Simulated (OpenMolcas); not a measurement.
A calculation on C II.

```json
{"Program": "OpenMolcas", "Method": "SS-CASPT2, IPEA 0.25 Eh, imaginary shift 0.1 Eh (closed shells correlated: 1s)", "Basis": "ANO-RCC-VTZP [4s3p2d1f]", "Scalar Hamiltonian": "DKH2, point nucleus", "Active space": "3 electrons in 4 orbitals (2s 2p)", "State averaging": "2S+1 = 4 odd, 1 root; 2S+1 = 2 odd, 11 roots; 2S+1 = 4 even, 3 roots; 2S+1 = 2 even, 9 roots", "Spin-orbit coupling": "state interaction with AMFI integrals over the reference wave functions, term energies averaged over their components"}
```

Which level of the active space comes out lowest?

2s² 2p ²P°_1/2, with 100 % of that term; it is also the measured ground level.

How high does 2p³ ⁴S°_3/2 lie?

17.459 eV above the lowest level; measured 17.6091 eV above the ground level, so the calculation is off by -1 %.

How high does 2p³ ²D°_3/2 lie?

18.916 eV above the lowest level; measured 18.6555 eV above the ground level, so the calculation is off by +1 %.

How high does 2s 2p² ²D_5/2 lie?

9.305 eV above the lowest level; measured 9.2901 eV above the ground level, so the calculation is off by 0 %.

Measured values: NIST Handbook of Basic Atomic Spectroscopic Data.

Term energies are means over components that CASPT2 splits; among the terms shown or strongly mixed into the levels shown the widest spread is 240 cm-1 (2p³ ²D°). Measured partners are found by configuration, term and J. A level has none where our copy of the source lacks it or the pairing is in doubt (some pairs that miss far off the trend of their configuration count as doubtful), and it then counts in no deviation. Only configurations of the active space appear.

° marks odd parity.
